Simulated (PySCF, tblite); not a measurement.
C₅H₅NOS₂.
Atom-mapped SMILES: `[N:1]#[C:2][CH2:3][S:4][S:5]/[CH:6]=[CH:7]\[CH:8]=[O:9]` (hydrogens: H10, H11 on C3; H12 on C6; H13 on C7; H14 on C8)

Jobs on this species (14 atoms, 82 electrons) with PySCF (density fitting) and tblite. Hardware of each: one thread of an Arm Neoverse V1, no GPU (shared host). Times come from a shared host and carry two figures at best.

Question: Rank these jobs by wall time, shortest first.
A. GFN2-xTB; Hessian by finite differences
B. PBE0/pcSseg-1; shieldings, charges and field gradients; 192 basis functions
C. GFN2-xTB; L-BFGS relaxation

Answer: A (0.55 s), C (1.6 s), B (34 s).

All jobs:

```tsv
level and settings	work	basis functions	SCF cycles	wall time
GFN2-xTB	Hessian by finite differences	–	–	0.55 s
GFN2-xTB	L-BFGS relaxation	–	–	1.6 s
PBE0/pcSseg-1	shieldings, charges and field gradients	192	16	34 s
```

Q: What do all jobs in the table cost together?

A: About 36 s; the longest takes about 94 % of that, and about 62 times as long as the shortest.
